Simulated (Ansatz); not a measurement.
H$_{9}$BSi$_{3}$, SMILES `B[SiH]([SiH3])[SiH3]` with one electron removed (charge 1, multiplicity 2), frozen-core CCSD(T)/cc-pVTZ // PBE0-D3(BJ)/def2-TZVP in Ansatz (a program for electronic structure). The calculation was stopped at its time limit.

Ansatz 0.2 input:
```yaml
crystal:
  periodic: [false, false, false]
  atoms:
    - { symbol: B, position_ang: [-0.48609, 2.106734, 0.144079] }
    - { symbol: Si, position_ang: [-0.145353, 0.239522, 0.736771] }
    - { symbol: Si, position_ang: [-1.590672, -1.177124, -0.448392] }
    - { symbol: Si, position_ang: [1.997927, -0.39962, 0.033926] }
    - { symbol: H, position_ang: [-0.370813, 2.368215, -1.017781] }
    - { symbol: H, position_ang: [-0.808929, 2.983513, 0.888982] }
    - { symbol: H, position_ang: [-0.290106, -0.01451, 2.199358] }
    - { symbol: H, position_ang: [-3.017798, -0.877348, -0.152969] }
    - { symbol: H, position_ang: [-1.320146, -2.595056, -0.086976] }
    - { symbol: H, position_ang: [-1.357814, -0.999347, -1.906813] }
    - { symbol: H, position_ang: [2.085552, -0.256521, -1.443969] }
    - { symbol: H, position_ang: [3.053925, 0.442155, 0.658124] }
    - { symbol: H, position_ang: [2.250316, -1.820615, 0.395663] }
basis:
  gaussian: { orbitals: cc-pVTZ }
correlation:
  method: ccsd_t
total_charge: 1
magnetization:
  spin_polarized: true
  initial_magnetization: 1
```

The last lines of the output:

```
1463 factors; integrals over basis functions are off by at most 1.2e-3 eV
mean field evaluation 1: about -24389.3320 eV, gradient 1.3e1 eV
mean field evaluation 2: about -24389.3424 eV, gradient 1.3e1 eV
mean field evaluation 4: about -24391.8070 eV, gradient 1.4e0 eV
mean field evaluation 8: about -24391.8692 eV, gradient 1.8e-1 eV
mean field evaluation 16: about -24391.8727 eV, gradient 4.6e-2 eV
mean field evaluation 32: about -24391.7903 eV, gradient 1.4e0 eV
mean field evaluation 64: about -24392.0678 eV, gradient 2.2e-3 eV
mean field evaluation 96: about -24391.9236 eV, gradient 5.0e-1 eV
mean field evaluation 128: about -24390.4483 eV, gradient 2.7e-1 eV
mean field evaluation 160: about -24389.7913 eV, gradient 1.6e0 eV
mean field evaluation 192: about -24392.0655 eV, gradient 1.1e-2 eV
mean field evaluation 224: about -24390.9437 eV, gradient 3.9e0 eV
mean field evaluation 256: about -24390.0008 eV, gradient 5.3e0 eV
mean field evaluation 288: about -24390.1825 eV, gradient 2.8e0 eV
mean field evaluation 320: about -24387.7304 eV, gradient 1.1e1 eV
mean field -24392.07672135 eV, -896.3922859661 hartree, gradient 1.3e-6 eV, S^2 0.780963; 11 other end points of the search recorded, 0 dependent functions left out
determinant -24392.07672135 eV, -896.3922859661 hartree, with singles and doubles -24407.01960644 eV, -896.9414268647 hartree
determinant -24392.06783552 eV, -896.3919594178 hartree, with singles and doubles -24407.01765264 eV, -896.9413550639 hartree
determinant -24392.06531001 eV, -896.3918666073 hartree, with singles and doubles -24407.03075751 eV, -896.9418366588 hartree
determinant -24391.87131398 eV, -896.3847373845 hartree, with singles and doubles -24406.90568430 eV, -896.9372403033 hartree
determinant -24390.43794188 eV, -896.3320619314 hartree, with singles and doubles -24405.58119807 eV, -896.8885663320 hartree
determinant -24389.61845826 eV, -896.3019464639 hartree, with singles and doubles -24404.71015661 eV, -896.8565561489 hartree
determinant -24388.93431969 eV, -896.2768048353 hartree, with singles and doubles -24404.44721471 eV, -896.8468932120 hartree
determinant -24392.07672135 eV, -896.3922859661 hartree, with singles and doubles -24406.65181934 eV, -896.9279109381 hartree
determinant -24392.06783552 eV, -896.3919594178 hartree, with singles and doubles -24406.65012174 eV, -896.9278485521 hartree
```
